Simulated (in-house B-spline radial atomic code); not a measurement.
**Excitations of Si²⁺ by several methods**

Full response, energies in eV; labels give the largest channel, * marks a mixed state, a dash one above the method's threshold, and an imaginary frequency an unstable closed-shell reference. Computed with a B-spline radial code for spherical atoms: linear response of the closed shell [Ne] 3s2 with each method's own kernel (bare exchange for TDHF, static screening on G0W0 levels for BSE, the adiabatic kernel for functionals); scalar-relativistic (spin-free one-electron X2C), finite nucleus, no spin-orbit coupling, no double excitations, S, P, D and F terms only.

```json
{"method": "TDHF", "3s → 3p 3P": "?", "3s → 3p 1P": "?", "3s → 3d 3D": "?", "α (bohr³)": "?"}
{"method": "BSE on G0W0@HF", "3s → 3p 3P": "6.040", "3s → 3p 1P": "10.526", "3s → 3d 3D": "17.621", "α (bohr³)": "11.1"}
{"method": "LDA VWN5", "3s → 3p 3P": "6.585", "3s → 3p 1P": "10.435", "3s → 3d 3D": "16.915", "α (bohr³)": "11.21"}
{"method": "PBE", "3s → 3p 3P": "6.065", "3s → 3p 1P": "10.294", "3s → 3d 3D": "16.229", "α (bohr³)": "11.58"}
{"method": "PBE0", "3s → 3p 3P": "5.879", "3s → 3p 1P": "10.203", "3s → 3d 3D": "16.470", "α (bohr³)": "11.84"}
{"method": "B3LYP (VWN-RPA)", "3s → 3p 3P": "6.196", "3s → 3p 1P": "10.367", "3s → 3d 3D": "16.614", "α (bohr³)": "11.45"}
{"method": "CAM-B3LYP", "3s → 3p 3P": "6.161", "3s → 3p 1P": "10.353", "3s → 3d 3D": "16.849", "α (bohr³)": "11.48"}
{"method": "LC-wPBE", "3s → 3p 3P": "5.609", "3s → 3p 1P": "10.081", "3s → 3d 3D": "16.743", "α (bohr³)": "12.04"}
{"method": "wB97X", "3s → 3p 3P": "6.493", "3s → 3p 1P": "10.314", "3s → 3d 3D": "17.447", "α (bohr³)": "11.59"}
{"method": "HSE06", "3s → 3p 3P": "5.971", "3s → 3p 1P": "10.265", "3s → 3d 3D": "16.512", "α (bohr³)": "11.7"}
{"method": "BHandHLYP", "3s → 3p 3P": "5.937", "3s → 3p 1P": "10.272", "3s → 3d 3D": "16.810", "α (bohr³)": "11.73"}
{"method": "BLYP", "3s → 3p 3P": "6.261", "3s → 3p 1P": "10.442", "3s → 3d 3D": "16.323", "α (bohr³)": "11.25"}
{"method": "PBEsol", "3s → 3p 3P": "6.075", "3s → 3p 1P": "10.295", "3s → 3d 3D": "16.327", "α (bohr³)": "11.56"}
{"method": "BP86", "3s → 3p 3P": "6.108", "3s → 3p 1P": "10.344", "3s → 3d 3D": "16.296", "α (bohr³)": "11.47"}
{"method": "LDA exchange-only", "3s → 3p 3P": "5.703", "3s → 3p 1P": "10.417", "3s → 3d 3D": "16.024", "α (bohr³)": "11.32"}
{"method": "B97-1", "3s → 3p 3P": "?", "3s → 3p 1P": "?", "3s → 3d 3D": "?", "α (bohr³)": "?"}
{"method": "RPBE", "3s → 3p 3P": "5.827", "3s → 3p 1P": "10.164", "3s → 3d 3D": "16.003", "α (bohr³)": "11.89"}
{"method": "OLYP", "3s → 3p 3P": "5.436", "3s → 3p 1P": "10.015", "3s → 3d 3D": "15.834", "α (bohr³)": "12.21"}
```

(1) What does TDHF give?

(2) What does B97-1 give?

Answers

(1) 3s → 3p 3P: 4.696; 3s → 3p 1P: 10.012; 3s → 3d 3D: 16.628; α: 12.48 (eV, bohr³).

(2) 3s → 3p 3P: 6.201; 3s → 3p 1P: 10.195; 3s → 3d 3D: 16.901; α: 11.84 (eV, bohr³).
